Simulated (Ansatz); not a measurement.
Relaxation of CH₄FNSi (8 atoms, charge 0, multiplicity 1), to a largest force component of 0.015 eV/Å in at most 40 steps.

Theory: Ansatz 0.2.0, RKS revPBE-D4/6-31G*.

```xyz
8
Properties=species:S:1:pos:R:3:forces:R:3
N -0.526 1.620 -0.633 -2.28 2.63 -2.85
C 0.111 0.965 0.202 1.66 -2.18 2.19
Si 0.169 -0.907 0.204 3.43 0.53 2.53
F -0.640 -1.450 -0.986 -2.31 -1.18 -2.92
H -1.071 1.051 -1.331 0.45 0.04 0.48
H 0.700 1.501 0.978 -0.06 0.19 -0.09
H 1.620 -1.388 0.017 -0.44 0.25 0.08
H -0.270 -1.449 1.492 -0.45 -0.28 0.57
```

Q: Where does it end, and by what steps?

A: The forces met the threshold. After 9 steps the energy has fallen by 0.379 eV; F4 moved furthest, 0.09 Å.

| step | energy less start (eV) | largest force component (eV/Å) | accepted |
| --- | --- | --- | --- |
| 0 | 0.0000 | 3.433 | yes |
| 1 | -0.2913 | 1.576 | yes |
| 2 | -0.3107 | 0.770 | yes |
| 3 | -0.3537 | 0.970 | yes |
| 4 | -0.3716 | 0.447 | yes |
| 5 | -0.3776 | 0.114 | yes |
| 6 | -0.3785 | 0.026 | yes |
| 7 | -0.3786 | 0.015 | yes |
| 8 | -0.3786 | 0.024 | yes |
| 9 | -0.3787 | 0.012 | yes |

```xyz
8
Properties=species:S:1:pos:R:3
N -0.558 1.651 -0.651
C 0.130 0.971 0.208
Si 0.237 -0.929 0.231
F -0.707 -1.404 -1.017
H -1.031 0.998 -1.308
H 0.681 1.563 0.964
H 1.642 -1.408 0.006
H -0.302 -1.499 1.511
```

Whether the end is a true minimum wasn't checked by a vibrational analysis.

The run took 26 s on 1 CPU thread of a shared host.
